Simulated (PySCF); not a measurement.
Compound: C3H12OPSi (charge +1).
Atom-mapped SMILES: `[CH3:1][CH:2]([CH3:3])[O:4][SiH2:5][PH3+:6]` (hydrogens: H7, H8, H9 on C1; H10 on C2; H11, H12, H13 on C3; H14, H15 on Si5; H16, H17, H18 on P6)

The same species was optimised twice, with GFN2-xTB and with PBE0-D3(BJ)/def2-SVP (PySCF), and the same property calculations (PySCF, gas phase) were run on both structures.

```json
{"coordinate": "O4–Si5 (Å)", "GFN2-xTB": "1.581", "PBE0-D3(BJ)/def2-SVP": "1.626", "change": "+0.045"}
{"coordinate": "Si5–P6 (Å)", "GFN2-xTB": "2.356", "PBE0-D3(BJ)/def2-SVP": "2.327", "change": "-0.029"}
{"coordinate": "C2–O4 (Å)", "GFN2-xTB": "1.434", "PBE0-D3(BJ)/def2-SVP": "1.454", "change": "+0.020"}
{"coordinate": "C2–C3 (Å)", "GFN2-xTB": "1.520", "PBE0-D3(BJ)/def2-SVP": "1.509", "change": "-0.011"}
{"coordinate": "C1–C2 (Å)", "GFN2-xTB": "1.517", "PBE0-D3(BJ)/def2-SVP": "1.513", "change": "-0.004"}
{"coordinate": "C2–O4–Si5 (°)", "GFN2-xTB": "140.5", "PBE0-D3(BJ)/def2-SVP": "129.8", "change": "-10.7"}
{"coordinate": "C1–C2–C3 (°)", "GFN2-xTB": "112.5", "PBE0-D3(BJ)/def2-SVP": "113.9", "change": "+1.4"}
{"coordinate": "O4–Si5–P6 (°)", "GFN2-xTB": "93.3", "PBE0-D3(BJ)/def2-SVP": "94.2", "change": "+0.9"}
{"coordinate": "C1–C2–O4 (°)", "GFN2-xTB": "110.3", "PBE0-D3(BJ)/def2-SVP": "110.0", "change": "-0.3"}
{"coordinate": "C3–C2–O4 (°)", "GFN2-xTB": "107.1", "PBE0-D3(BJ)/def2-SVP": "107.3", "change": "+0.2"}
{"coordinate": "C1–C2–O4–Si5 (°)", "GFN2-xTB": "-39", "PBE0-D3(BJ)/def2-SVP": "-28", "change": "+11"}
{"coordinate": "C2–O4–Si5–P6 (°)", "GFN2-xTB": "172", "PBE0-D3(BJ)/def2-SVP": "-172", "change": "+16"}
```

Rotational constants: A = 4002, B = 1087, C = 917.1 MHz (GFN2-xTB) against A = 4458, B = 1046, C = 889.8 MHz (PBE0-D3(BJ)/def2-SVP). Point groups within 0.08 Å: C1 and C1.

On the GFN2-xTB structure: HOMO (eV) -12.53 [PBE0/pcSseg-1]; LUMO (eV) -5.44 [PBE0/pcSseg-1]; GIAO shielding of C1/C3 (mean) (ppm) 159.8 [PBE0/pcSseg-1]; GIAO shielding of C2 (ppm) 107.6 [PBE0/pcSseg-1]; GIAO shielding of O4 (ppm) 265.3 [PBE0/pcSseg-1]; GIAO shielding of Si5 (ppm) 374.1 [PBE0/pcSseg-1]; GIAO shielding of P6 (ppm) 511.6 [PBE0/pcSseg-1].

Task: What do these properties become on the PBE0-D3(BJ)/def2-SVP structure?

Result: 
```json
{"property": "HOMO (eV)", "level": "PBE0/pcSseg-1", "on GFN2-xTB": "-12.53", "on PBE0-D3(BJ)/def2-SVP": "-12.38", "change": "+0.15"}
{"property": "LUMO (eV)", "level": "PBE0/pcSseg-1", "on GFN2-xTB": "-5.44", "on PBE0-D3(BJ)/def2-SVP": "-5.18", "change": "+0.26"}
{"property": "energy, GFN2-xTB geometry as zero (kcal/mol)", "level": "PBE0/pcSseg-1", "on GFN2-xTB": "0.0", "on PBE0-D3(BJ)/def2-SVP": "-4.0", "change": "-4.0"}
{"property": "GIAO shielding of C1/C3 (mean) (ppm)", "level": "PBE0/pcSseg-1", "on GFN2-xTB": "159.8", "on PBE0-D3(BJ)/def2-SVP": "158.5", "change": "-1.3"}
{"property": "GIAO shielding of C2 (ppm)", "level": "PBE0/pcSseg-1", "on GFN2-xTB": "107.6", "on PBE0-D3(BJ)/def2-SVP": "105.7", "change": "-1.9"}
{"property": "GIAO shielding of O4 (ppm)", "level": "PBE0/pcSseg-1", "on GFN2-xTB": "265.3", "on PBE0-D3(BJ)/def2-SVP": "263.2", "change": "-2.1"}
{"property": "GIAO shielding of Si5 (ppm)", "level": "PBE0/pcSseg-1", "on GFN2-xTB": "374.1", "on PBE0-D3(BJ)/def2-SVP": "378.2", "change": "+4.1"}
{"property": "GIAO shielding of P6 (ppm)", "level": "PBE0/pcSseg-1", "on GFN2-xTB": "511.6", "on PBE0-D3(BJ)/def2-SVP": "481.1", "change": "-30.5"}
```

The heavy atoms differ by 0.244 Å rms after alignment. Among bonds between heavy atoms O4–Si5 changes most (+0.045 Å). Changes are differences of the printed values. Neither structure is proved a minimum here. Geometry: PBE0-D3(BJ)/def2-SVP, one conformer, isolated ion.

The values belong to the conformer `[CH3:1][CH:2]([CH3:3])[O:4][SiH2:5][PH3+:6]`: C1–C2–O4–Si5 -28°, C2–O4–Si5–P6 -172°.
